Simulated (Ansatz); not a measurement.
Consider the ligand exchange at the Si–S bond: `[CH3][AlH][SiH2]S` + CH₃OH → `CO[SiH2][AlH][CH3]` + H₂S.

Gas-phase electronic energies from Ansatz, PBE0-D4/def2-TZVP geometries. CCSD(T)/CBS adds triple-zeta CCSD(T) − MP2 to the extrapolated MP2 energy (def2 sets, frozen cores). This one scheme is used for every species. Functionals use def2-TZVPP. B3LYP here is the variant with VWN-RPA as its local correlation; programs differ in this. One conformer a species, not always the lowest.

`[CH3][AlH][SiH2]S`:

Z-matrix (Å, degrees):
```
C
Al 1 1.952
H 1 1.092 2 113.7
H 1 1.095 2 110.5 3 121.7
H 1 1.096 2 110.1 3 -121.2
Si 2 2.462 1 120.8 3 2.6
H 2 1.591 1 120.1 3 -177.6
S 6 2.150 2 107.5 1 179.7
H 6 1.494 2 112.0 1 -59.4
H 6 1.494 2 112.0 1 58.9
H 8 1.344 6 96.5 2 -180.0
```

CH₃OH:

Cartesian coordinates in Å:
```
C 0.184 -0.116 0.282
O -0.670 -0.204 -0.836
H 0.265 -1.119 0.702
H -0.213 0.548 1.060
H 1.192 0.223 0.012
H -0.758 0.670 -1.221
```

`CO[SiH2][AlH][CH3]`:

```xyz
14

C    -1.458    0.854   -1.329
O    -0.139    1.332   -1.394
Si    0.750    1.587   -0.016
Al    1.136   -0.488    1.277
C     0.398   -2.203    0.697
H    -1.522   -0.097   -0.781
H    -1.816    0.685   -2.347
H    -2.125    1.576   -0.843
H     0.071    2.627    0.827
H     2.026    2.194   -0.491
H     1.994   -0.412    2.620
H     1.027   -3.047    0.993
H     0.239   -2.249   -0.383
H    -0.580   -2.359    1.171
```

H₂S:

Z-matrix (Å, degrees):
```
S
H 1 1.341
H 1 1.341 2 92.3
```

```csv
level,ΔE (kJ/mol)
PBE0-D4,-9.6
B2PLYP,-21.1
B3LYP,-20.0
HF/CBS(def2),-27.8
```

Question: What does CCSD(T)/CBS give? (Best estimate.)

Answer: Computed: -17.8 kJ/mol. The listed levels differ from it by 8.2, -3.3, -2.2, -10.0 kJ/mol.

Largest T1 diagnostic among the species: 0.011.

In def2-TZVPP, CCSD(T) changes the Hartree–Fock value by +5.1 kJ/mol (the triples alone add +1.2 kJ/mol) and MP2 by +7.5 kJ/mol.
